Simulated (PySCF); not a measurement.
CH₈O₂Si₃. Atoms are numbered in the order given.

```xyz
14

C      2.5341    -0.7206    -1.0282
Si     1.2614    -0.1058     0.2039
O      0.6874     1.4358    -0.2452
Si    -1.0119     1.4804    -0.2940
Si    -0.9911    -0.8743     0.0640
O     -1.8152    -1.6279     1.3153
H      2.1000    -0.7944    -2.0373
H      3.3929    -0.0307    -1.0706
H      2.9060    -1.7160    -0.7348
H      1.8656    -0.0548     1.5708
H     -1.5621     2.3390     0.7985
H     -1.4782     2.0349    -1.5988
H     -1.2969    -1.6919    -1.1438
H     -1.7273    -1.2291     2.1893
```

Coordinates come from a B3LYP-D3(BJ)/def2-SVP optimisation. The structure was generated by enumeration; whether it is a known compound was not checked. One conformer was computed; it need not be the lowest.

These are PBE/pcSseg-1 (PySCF) values and carry that method's errors.

GIAO shieldings, no solvent; atoms alike by connectivity are averaged. δ = σ(ref) − σ: ¹³C against TMS (σ = 182.0 ppm); ²⁹Si against TMS (σ = 335.4 ppm); ¹⁷O against H2O (σ = 334.3 ppm); ¹H against TMS (σ = 31.49 ppm), references at their B3LYP-D3(BJ)/def2-TZVP geometries, non-relativistic.

```csv
atoms,nucleus,count,δ (ppm)
C1,¹³C,1,[?]
Si2,²⁹Si,1,[?]
Si5,²⁹Si,1,[?]
Si4,²⁹Si,1,8.8
O3,¹⁷O,1,78.8
O6,¹⁷O,1,37.0
H13,¹H,1,6.57
H10,¹H,1,[?]
"H11, H12",¹H,2,6.25
H14,¹H,1,0.90
"H7, H8, H9",¹H,3,[?]
```

### Question
What belongs in the gaps? (An estimate is asked for; the answer gives what the named calculation found.)

### Answer

- H10, δ (ppm): 6.36
- Si5, δ (ppm): 33.5
- C1, δ (ppm): 4.9
- H7, H8, H9, δ (ppm): 0.84
- Si2, δ (ppm): 42.8
